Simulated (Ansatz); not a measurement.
`CBN[SiH2]C` + `CCS` → `CBSCC` + `C[SiH2]N`  (ligand exchange at a B–N bond)

Calculated with Ansatz (gas phase, PBE0-D4/def2-TZVP geometries, no zero-point term in ΔE). CCSD(T)/CBS adds triple-zeta CCSD(T) − MP2 to the extrapolated MP2 energy (def2 sets, frozen cores). Each species was taken in one conformer, which may not be the lowest.

```
          level  ΔE (eV)
CCSD/def2-TZVPP     0.42
  HF/def2-QZVPP     0.44
 MP2/def2-QZVPP     0.35
  MP2/CBS(def2)     0.34
```

What does CCSD(T)/CBS give? (Estimate.)

The calculation gave: +0.37 eV. The listed levels differ from it by 0.05, 0.07, -0.02, -0.03 eV.

Largest T1 diagnostic among the species: 0.012.

The D4 term adds +0.04 eV with B3LYP and +0.02 eV with PBE0; it sums over pairs of atoms, weighted by their polarisabilities, and B3LYP, whose exchange is more repulsive, gets the larger term. In def2-TZVPP, CCSD(T) changes the Hartree–Fock value by −0.03 eV (the triples alone add −0.02 eV) and MP2 by −0.07 eV.

B3LYP here is the variant with VWN-RPA as its local correlation; programs differ in this.
